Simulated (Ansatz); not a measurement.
Basis-set series for `[SiH3][SiH]1OC1(Cl)Cl`. Total charge 0; spin multiplicity 1. Geometry: relaxed with PBE0-D4/def2-TZVP.

Cartesian coordinates in Å:
```
Si 1.253 0.048 1.406
Si -0.755 -0.148 0.238
O -1.125 1.112 -0.845
C -0.826 -0.037 -1.583
Cl -2.184 -0.645 -2.521
Cl 0.609 0.127 -2.590
H 2.308 0.510 0.474
H 1.071 1.018 2.516
H 1.589 -1.286 1.968
H -1.940 -0.701 0.937
```

```tsv
functional	basis	functions	energy (Eh)	HOMO (eV)	LUMO (eV)
PBE0-D4	def2-SVP	120	-1613.86732	-7.44	-1.50
PBE0-D4	def2-TZVPP	286	-1614.53055	-7.53	-1.75
ωB97M-V	def2-SVP	120	-1614.40331	-9.51	0.44
ωB97M-V	def2-TZVPP	286	-1615.06657	-9.65	0.08
```

Q: Give the rows for def2-QZVPP. (Estimate.)

A: Ansatz gave: 
```csv
functional,basis,functions,energy (Eh),HOMO (eV),LUMO (eV)
PBE0-D4,def2-QZVPP,514,-1614.58361,-7.56,-1.81
ωB97M-V,def2-QZVPP,514,-1615.11674,-9.70,-0.04
```

Positive LUMOs are unbound and depend on the basis.
